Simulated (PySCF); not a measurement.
## Calculated data, AlB2H5N, CH6AlBN, B2H6NSi, BClH5NSi and others

All values are calculated (PySCF 2.14.0). Calculation on a computer-drawn molecule: the log of a Hartree-Fock and frozen-core CCSD(T) single point meant for a local Hartree-Fock minimum, with one planted fault or none, to be diagnosed. Offsets are logged minus clean, where the clean run is the same molecule without the fault. The reference is restricted for singlets and unrestricted otherwise, and also for a bond in bohr or an excited solution. Adding or removing an electron swaps singlet and doublet. The excited solution moves the top pair (singlet) or top alpha electron (doublet) to the lowest empty orbital. Highest occupied and lowest empty are orbital energies over both spins, largest force is the largest gradient component, triples share is (T) over the correlation energy, the T1 limit is 0.02 restricted and 0.045 unrestricted, electrons count all cores, a negative frequency is imaginary (commonest isotopes), and the dipole is about the centre of nuclear charge.

Common to all runs: meant basis cc-pV(D+d)Z; logged SCF converged yes; possible faults no fault, one electron removed, one electron added, multiplicity raised by two, geometry at a saddle point, SCF held on an excited solution, minimal basis STO-3G, one bond length entered in bohr, all coordinates scaled.

```json
{"entry": 1, "formula": "AlB2H5N", "logged_structure": {"atoms_angstrom": [["B", 0.0257, -1.6522, 0.0099], ["N", 1.1882, -0.8967, 0.2789], ["B", 1.2689, 0.3003, 1.0611], ["Al", -0.4976, 1.2319, 1.8886], ["H", -1.0321, -1.275, 0.4469], ["H", 0.0858, -2.6554, -0.6447], ["H", 2.0462, -1.2445, -0.1073], ["H", 2.3686, 0.7856, 1.1799], ["H", -1.0454, 0.8813, 3.347]]}, "given": {"meant_charge": 0, "meant_multiplicity": 2, "logged_electrons": 35, "logged_basis_functions": 90, "logged_spin_squared": 0.8818, "logged_highest_occupied [eV]": -5.4667, "logged_lowest_empty [eV]": -0.55822, "logged_largest_force [hartree/bohr]": 0.030131, "logged_dipole_magnitude [debye]": 2.5027, "logged_SCF_stable_within_its_kind": "no", "logged_energy_HF [hartree]": -348.59365, "drawn_bonds_atom": [1, 2, 3, 1, 1, 2, 3, 4], "drawn_bonds_other_atom": [2, 3, 4, 5, 6, 7, 8, 9], "drawn_bonds_order": [1, 1, 1, 1, 1, 1, 1, 1]}, "results": {"planted_fault": "SCF held on an excited solution", "HF_energy_offset_from_clean_run [kcal/mol]": 43.19}, "notes": ["coupled-cluster numbers left out as unreliable"]}
{"entry": 2, "formula": "CH6AlBN", "logged_structure": {"atoms_angstrom": [["B", -1.6147, -1.6086, 1.4363], ["N", -0.7411, -0.7088, 0.8072], ["C", 0.5142, -0.2954, 1.2505], ["Al", 1.6924, 0.9429, 0.3639], ["H", -1.2933, -2.1089, 2.478], ["H", -2.6654, -1.8537, 0.9109], ["H", -1.0334, -0.3053, -0.0612], ["H", 0.7738, -0.7676, 2.196], ["H", 1.2238, 1.5764, -1.0095], ["H", 3.0821, 1.2888, 1.0266]]}, "given": {"meant_charge": 0, "meant_multiplicity": 2, "logged_electrons": 37, "logged_basis_functions": 95, "logged_spin_squared": 0.8078, "logged_highest_occupied [eV]": -3.2921, "logged_lowest_empty [eV]": -1.9326, "logged_largest_force [hartree/bohr]": 0.10626, "logged_dipole_magnitude [debye]": 5.9387, "logged_SCF_stable_within_its_kind": "no", "logged_energy_HF [hartree]": -362.26037, "drawn_bonds_atom": [1, 2, 3, 1, 1, 2, 3, 4, 4], "drawn_bonds_other_atom": [2, 3, 4, 5, 6, 7, 8, 9, 10], "drawn_bonds_order": [1, 1, 1, 1, 1, 1, 1, 1, 1]}, "results": {"planted_fault": "SCF held on an excited solution", "HF_energy_offset_from_clean_run [kcal/mol]": 91.94}, "notes": ["coupled-cluster numbers left out as unreliable"]}
{"entry": 3, "formula": "B2H6NSi", "logged_structure": {"atoms_angstrom": [["B", 1.314, -3.1371, 0.4846], ["N", 0.1784, -2.6709, 1.2645], ["Si", -0.5218, -1.1827, 1.0382], ["B", 0.2101, 0.0784, -0.3837], ["H", 1.7402, -2.3911, -0.3506], ["H", 1.7712, -4.2117, 0.6933], ["H", -0.1829, -3.2958, 1.9682], ["H", -1.6552, -0.8949, 1.9216], ["H", -0.2455, 0.0156, -1.4802], ["H", 1.062, 0.8461, -0.0693]]}, "given": {"meant_charge": 1, "meant_multiplicity": 1, "logged_electrons": 36, "logged_basis_functions": 30, "logged_spin_squared": 0.0, "logged_highest_occupied [eV]": -16.755, "logged_lowest_empty [eV]": -1.5988, "logged_largest_force [hartree/bohr]": 0.024106, "logged_T1_diagnostic": 0.018495, "logged_D1_diagnostic": 0.080615, "logged_triples_share": 0.022348, "logged_CC_converged": "yes", "logged_dipole_magnitude [debye]": 3.0881, "logged_SCF_stable_within_its_kind": "yes", "logged_energy_HF [hartree]": -391.42653, "logged_energy_CCSD(T) [hartree]": -391.63752, "drawn_bonds_atom": [1, 2, 3, 1, 1, 2, 3, 4, 4], "drawn_bonds_other_atom": [2, 3, 4, 5, 6, 7, 8, 9, 10], "drawn_bonds_order": [1, 1, 1, 1, 1, 1, 1, 1, 1]}, "results": {"planted_fault": "minimal basis STO-3G", "HF_energy_offset_from_clean_run [kcal/mol]": 2877, "CCSD(T)_energy_offset_from_clean_run [kcal/mol]": 3039}}
{"entry": 4, "formula": "BClH5NSi", "logged_structure": {"atoms_angstrom": [["B", -3.2725, -1.7913, 0.4498], ["N", -2.1198, -1.1428, 0.9403], ["Si", -0.5539, -1.8308, 1.1833], ["Cl", -0.1926, -2.1771, 3.1978], ["H", -4.3017, -1.1813, 0.3547], ["H", -3.2078, -2.9454, 0.1268], ["H", -2.2345, -0.1819, 1.2095], ["H", 0.4854, -0.8857, 0.75], ["H", -0.4791, -3.1176, 0.4858]]}, "given": {"meant_charge": 0, "meant_multiplicity": 1, "logged_electrons": 49, "logged_basis_functions": 99, "logged_spin_squared": 0.7599, "logged_highest_occupied [eV]": 1.5661, "logged_lowest_empty [eV]": 8.6037, "logged_largest_force [hartree/bohr]": 0.10096, "logged_T1_diagnostic": 0.024609, "logged_D1_diagnostic": 0.15886, "logged_triples_share": 0.026013, "logged_CC_converged": "yes", "logged_dipole_magnitude [debye]": 9.0022, "logged_SCF_stable_within_its_kind": "yes", "logged_energy_HF [hartree]": -830.51296, "logged_energy_CCSD(T) [hartree]": -831.08682, "drawn_bonds_atom": [1, 2, 3, 1, 1, 2, 3, 3], "drawn_bonds_other_atom": [2, 3, 4, 5, 6, 7, 8, 9], "drawn_bonds_order": [1, 1, 1, 1, 1, 1, 1, 1]}, "results": {"planted_fault": "one electron added", "HF_energy_offset_from_clean_run [kcal/mol]": 57.11, "CCSD(T)_energy_offset_from_clean_run [kcal/mol]": 44.71}, "notes": ["highest electron not bound in this basis"]}
{"entry": 5, "formula": "BH8NSi2", "logged_structure": {"atoms_angstrom": [["B", -0.1325, 1.1212, -2.4732], ["N", -0.3723, 2.1486, -1.5484], ["Si", -0.3863, 2.0874, 0.2053], ["Si", 0.0401, -0.0843, 1.0328], ["H", 0.1035, 0.0078, -2.0848], ["H", -0.1633, 1.3547, -3.6517], ["H", -0.562, 3.051, -1.9476], ["H", -1.7037, 2.5596, 0.7004], ["H", 0.6275, 3.0316, 0.7389], ["H", -0.9845, -1.0485, 0.5693], ["H", -0.0106, -0.0131, 2.5151], ["H", 1.3823, -0.5624, 0.6273]]}, "given": {"meant_charge": 0, "meant_multiplicity": 1, "logged_electrons": 48, "logged_basis_functions": 114, "logged_spin_squared": 0.0, "logged_highest_occupied [eV]": -10.995, "logged_lowest_empty [eV]": 3.5393, "logged_largest_force [hartree/bohr]": 1.8063e-05, "logged_lowest_frequency [cm^-1]": 63.501, "logged_T1_diagnostic": 0.013767, "logged_D1_diagnostic": 0.045563, "logged_triples_share": 0.026583, "logged_CC_converged": "yes", "logged_dipole_magnitude [debye]": 1.1454, "logged_SCF_stable_within_its_kind": "yes", "logged_energy_HF [hartree]": -661.71667, "logged_energy_CCSD(T) [hartree]": -662.25881, "drawn_bonds_atom": [1, 2, 3, 1, 1, 2, 3, 3, 4, 4, 4], "drawn_bonds_other_atom": [2, 3, 4, 5, 6, 7, 8, 9, 10, 11, 12], "drawn_bonds_order": [1, 1, 1, 1, 1, 1, 1, 1, 1, 1, 1]}, "results": {"planted_fault": null}}
```

## Withheld values
1. Which fault was planted in the run of BH8NSi2 (entry 5)?

Calculated values
1. no fault

Further results for BH8NSi2 (entry 5):

* HF energy offset from clean run: 0 kcal/mol
* CCSD(T) energy offset from clean run: 0 kcal/mol
